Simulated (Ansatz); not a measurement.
Level of theory: PBE-D3(BJ)/def2-SVP (Ansatz, an electronic-structure program). No frequencies were computed at this level.

Ansatz 0.2 input:
```yaml
crystal:
  periodic: [false, false, false]
  atoms:
    - { symbol: C, position_ang: [-2.493596, -0.056009, 0.509403] }
    - { symbol: C, position_ang: [-1.286571, -0.339524, -0.376525] }
    - { symbol: C, position_ang: [0.015373, 0.131538, 0.266892] }
    - { symbol: C, position_ang: [1.229449, -0.149261, -0.615214] }
    - { symbol: C, position_ang: [2.524855, 0.323491, 0.033315] }
    - { symbol: H, position_ang: [-2.584888, 1.011348, 0.699424] }
    - { symbol: H, position_ang: [-3.408832, -0.399149, 0.032406] }
    - { symbol: H, position_ang: [-2.392981, -0.565406, 1.46548] }
    - { symbol: H, position_ang: [-1.415907, 0.163603, -1.337714] }
    - { symbol: H, position_ang: [-1.224054, -1.412686, -0.571883] }
    - { symbol: H, position_ang: [0.144626, -0.371636, 1.228271] }
    - { symbol: H, position_ang: [-0.047251, 1.204861, 0.462338] }
    - { symbol: H, position_ang: [1.100317, 0.353879, -1.576423] }
    - { symbol: H, position_ang: [1.292171, -1.222408, -0.810589] }
    - { symbol: H, position_ang: [2.681852, -0.18164, 0.984044] }
    - { symbol: H, position_ang: [2.489944, 1.395111, 0.217983] }
    - { symbol: H, position_ang: [3.375495, 0.113885, -0.611206] }
basis:
  gaussian: { orbitals: def2-svp }
hamiltonian:
  xc: pbe
  dispersion: d3bj
relax:
  max_steps: 150
```

Output:

```
Functional definition: PBE
1486 factors; their error is unknown
mean field evaluation 1: about -5353.1525 eV, gradient 7.8e1 eV
mean field evaluation 2: about -5331.2106 eV, gradient 1.2e2 eV
mean field evaluation 4: about -5369.4293 eV, gradient 5.8e0 eV
mean field evaluation 8: about -5369.5110 eV, gradient 5.4e-2 eV
mean field evaluation 16: about -5369.4416 eV, gradient 4.8e-5 eV
mean field -5369.44155534 eV, -197.3233376204 hartree, gradient 4.7e-5 eV, S^2 0.000000; 0 other end points of the search recorded, 0 dependent functions left out
reference -5369.44159154 eV, -197.3233389509 hartree; 21, 21 occupied and 109, 109 virtual orbitals, 1486 factors
relax step   1: F+E_penalty+E_count = -5369.76516365 eV  Δ(F+E_penalty+E_count) = +0.000e0 eV  max|allowed force component| = 9.832e-1 eV/Å  Δτ_max = 0.0000 Å  (28 SCF iters, accepted)
these checks for a lower state are left out or cut short: starts, cluster_reference, orbital_swaps, neighbouring_geometries, increment
1486 factors; their error is unknown
mean field -5369.54621609 eV, -197.3271838320 hartree, gradient 1.9e-5 eV, S^2 0.000000; 0 other end points of the search recorded, 0 dependent functions left out
reference -5369.54625268 eV, -197.3271851768 hartree; 21, 21 occupied and 109, 109 virtual orbitals, 1486 factors
relax step   2: F+E_penalty+E_count = -5369.86543243 eV  Δ(F+E_penalty+E_count) = -1.003e-1 eV  max|allowed force component| = 2.929e-1 eV/Å  Δτ_max = 0.0561 Å  (28 SCF iters, accepted)
these checks for a lower state are left out or cut short: starts, cluster_reference, orbital_swaps, neighbouring_geometries, increment
1486 factors; their error is unknown
mean field evaluation 32: about -5369.5571 eV, gradient 2.0e-5 eV
mean field -5369.55707772 eV, -197.3275829897 hartree, gradient 2.0e-5 eV, S^2 0.000000; 0 other end points of the search recorded, 0 dependent functions left out
reference -5369.55711430 eV, -197.3275843339 hartree; 21, 21 occupied and 109, 109 virtual orbitals, 1486 factors
relax step   3: F+E_penalty+E_count = -5369.87614264 eV  Δ(F+E_penalty+E_count) = -1.071e-2 eV  max|allowed force component| = 8.449e-2 eV/Å  Δτ_max = 0.0171 Å  (29 SCF iters, accepted)
these checks for a lower state are left out or cut short: starts, cluster_reference, orbital_swaps, neighbouring_geometries, increment
1486 factors; their error is unknown
mean field -5369.55775276 eV, -197.3276077971 hartree, gradient 2.0e-5 eV, S^2 0.000000; 0 other end points of the search recorded, 0 dependent functions left out
reference -5369.55778935 eV, -197.3276091417 hartree; 21, 21 occupied and 109, 109 virtual orbitals, 1486 factors
relax step   4: F+E_penalty+E_count = -5369.87667560 eV  Δ(F+E_penalty+E_count) = -5.330e-4 eV  max|allowed force component| = 2.884e-2 eV/Å  Δτ_max = 0.0034 Å  (29 SCF iters, accepted)
these checks for a lower state are left out or cut short: starts, cluster_reference, orbital_swaps, neighbouring_geometries, increment
1486 factors; their error is unknown
mean field -5369.55770148 eV, -197.3276059124 hartree, gradient 1.7e-5 eV, S^2 0.000000; 0 other end points of the search recorded, 0 dependent functions left out
reference -5369.55773805 eV, -197.3276072565 hartree; 21, 21 occupied and 109, 109 virtual orbitals, 1486 factors
relax step   5: F+E_penalty+E_count = -5369.87673686 eV  Δ(F+E_penalty+E_count) = -6.126e-5 eV  max|allowed force component| = 1.917e-3 eV/Å  Δτ_max = 0.0016 Å  (22 SCF iters, accepted)
1486 factors; their error is unknown
mean field evaluation 64: about -5369.5577 eV, gradient 3.9e-4 eV
mean field -5369.55770148 eV, -197.3276059124 hartree, gradient 1.7e-5 eV, S^2 0.000000; 1 other end points of the search recorded, 0 dependent functions left out
reference -5369.55773805 eV, -197.3276072565 hartree; 21, 21 occupied and 109, 109 virtual orbitals, 1486 factors
Total energy: -5369.87677344 eV, -197.3393315907 hartree
Atom 0 at    -2.526852    -0.060928     0.507608 Å, force    -0.000288    -0.000090    -0.000113 eV/Å
Atom 1 at    -1.303362    -0.336951    -0.367021 Å, force     0.001913     0.000129    -0.000214 eV/Å
Atom 2 at     0.014927     0.127717     0.259140 Å, force    -0.000024    -0.000209    -0.000423 eV/Å
Atom 3 at     1.247146    -0.144079    -0.608983 Å, force    -0.001917    -0.000161     0.000149 eV/Å
Atom 4 at     2.557544     0.323557     0.025264 Å, force     0.000272    -0.000048    -0.000166 eV/Å
Atom 5 at    -2.638977     1.024401     0.713097 Å, force     0.000057     0.000243    -0.000361 eV/Å
Atom 6 at    -3.464118    -0.408178     0.027676 Å, force     0.000378     0.000083     0.000077 eV/Å
Atom 7 at    -2.444540    -0.573122     1.489248 Å, force     0.000137    -0.000415    -0.000041 eV/Å
Atom 8 at    -1.430264     0.157932    -1.355912 Å, force    -0.001035    -0.000330     0.000338 eV/Å
Atom 9 at    -1.237453    -1.426221    -0.586257 Å, force    -0.001107     0.000259     0.000052 eV/Å
Atom 10 at     0.146220    -0.366763     1.248953 Å, force     0.000079    -0.000201     0.000676 eV/Å
Atom 11 at    -0.046703     1.218320     0.478849 Å, force    -0.000026     0.000661     0.000258 eV/Å
Atom 12 at     1.111700     0.350158    -1.597062 Å, force     0.001118    -0.000167     0.000134 eV/Å
Atom 13 at     1.304510    -1.233995    -0.827409 Å, force     0.001046     0.000422    -0.000152 eV/Å
Atom 14 at     2.737511    -0.181254     0.997638 Å, force    -0.000079    -0.000431    -0.000021 eV/Å
Atom 15 at     2.543074     1.416270     0.221490 Å, force    -0.000159     0.000227    -0.000340 eV/Å
Atom 16 at     3.429638     0.113134    -0.626318 Å, force    -0.000365     0.000027     0.000148 eV/Å
Dipole moment:    -0.000562    -0.004811    -0.009762 e Å
```

Cost: roughly 13 core-seconds.
